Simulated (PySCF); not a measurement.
**Relaxation of singlet Sr(OH)2**

Method: PBE in PySCF with Sr def2-TZVP with ECP28, O def2-TZVP, H def2-TZVP; scalar-relativistic core potentials, no spin–orbit coupling; density-fitted integrals. A (50,194) grid was used.

A hand-made linear (heavy-atom frame) start, of C2h symmetry, held to at least that symmetry:

```xyz
5
charge 0 multiplicity 1, angstrom
Sr    0.0000    0.0000    0.0000
O     0.0000    0.0000    2.4800
O     0.0000    0.0000   -2.4800
H    -0.7354    0.0000    3.0971
H     0.7354    0.0000   -3.0971
```

Optimiser trace:
| step | E − E(last) (kJ/mol) | largest gradient (Eh/bohr) |
| --- | --- | --- |
| 0 | 88.88 | 0.04302 |
| 1 | 57.84 | 0.02513 |
| 2 | 27.64 | 0.02604 |
| 3 | 22.02 | 0.01298 |
| 4 | 15.77 | 0.00701 |
| 5 | 8.59 | 0.03243 |
| 6 | 4.65 | 0.00584 |
| 7 | 2.53 | 0.00509 |
| 8 | 0.76 | 0.01143 |
| 9 | 0.12 | 0.00161 |
| 10 | 0.01 | 0.00031 |
| 11 | 0.00 | 0.00019 |

It ends at D∞h with O–H 0.965 Å (×2), Sr–O 2.189 Å (×2); H–O–Sr 180.0° (×2), O–Sr–O 180.0°. No frequency check is given, so it may be a saddle point. Other isomers or separated fragments may lie lower.

Final geometry:
```xyz
5
charge 0 multiplicity 1, angstrom
Sr    0.0000    0.0000    0.0000
O    -0.3379    0.0000    2.1632
O     0.3379    0.0000   -2.1632
H    -0.4868    0.0000    3.1166
H     0.4868    0.0000   -3.1166
```

The relaxation took roughly 40 core-seconds on a shared host.
